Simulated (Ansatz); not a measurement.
`C=C[CH2][Ge]([F])([O]C)[O]C` and `CC[N](CC)[Ge]([F])([O]C)[O]C` differ in one atom or group.

Ansatz, PBE0-D4/def2-TZVP geometries, multiplicity 1. Each molecule was computed in one conformer, which needn't be the lowest.

Scalar relativity is left out up to krypton.

```json
{"property": "LUMO energy (ωB97M-V/def2-TZVPP) / eV", "`C=C[CH2][Ge]([F])([O]C)[O]C`": "1.85"}
{"property": "HOMO–LUMO gap (PBE/def2-TZVPP) / eV", "`C=C[CH2][Ge]([F])([O]C)[O]C`": "5.11"}
{"property": "size of the dipole moment (PBE/def2-TZVPP) / D", "`C=C[CH2][Ge]([F])([O]C)[O]C`": "1.44"}
{"property": "HOMO–LUMO gap (ωB97M-V/def2-TZVPP) / eV", "`C=C[CH2][Ge]([F])([O]C)[O]C`": "11.53"}
{"property": "LUMO energy (PBE0/def2-TZVPP) / eV", "`C=C[CH2][Ge]([F])([O]C)[O]C`": "-0.19"}
{"property": "HOMO–LUMO gap (B3LYP/def2-TZVPP) / eV", "`C=C[CH2][Ge]([F])([O]C)[O]C`": "6.82"}
```

Task: Give the same properties after the change, and the shifts. (Best estimate.)

Result: Ansatz gave: 
```json
{"property": "LUMO energy (ωB97M-V/def2-TZVPP) / eV", "`CC[N](CC)[Ge]([F])([O]C)[O]C`": "2.24", "shift": "0.39"}
{"property": "HOMO–LUMO gap (PBE/def2-TZVPP) / eV", "`CC[N](CC)[Ge]([F])([O]C)[O]C`": "4.75", "shift": "-0.36"}
{"property": "size of the dipole moment (PBE/def2-TZVPP) / D", "`CC[N](CC)[Ge]([F])([O]C)[O]C`": "2.83", "shift": "1.39"}
{"property": "HOMO–LUMO gap (ωB97M-V/def2-TZVPP) / eV", "`CC[N](CC)[Ge]([F])([O]C)[O]C`": "11.25", "shift": "-0.28"}
{"property": "LUMO energy (PBE0/def2-TZVPP) / eV", "`CC[N](CC)[Ge]([F])([O]C)[O]C`": "0.52", "shift": "0.71"}
{"property": "HOMO–LUMO gap (B3LYP/def2-TZVPP) / eV", "`CC[N](CC)[Ge]([F])([O]C)[O]C`": "6.66", "shift": "-0.16"}
```

With PBE0 the HOMO rises by 0.80 eV and the LUMO rises by 0.71 eV, so the gap narrows by about 0.09 eV. PBE moves the HOMO by 0.99 eV and ωB97M-V by 0.66 eV. Dipoles are sizes alone; their direction can turn.

B3LYP here is the variant with VWN-RPA as its local correlation; programs differ in this.
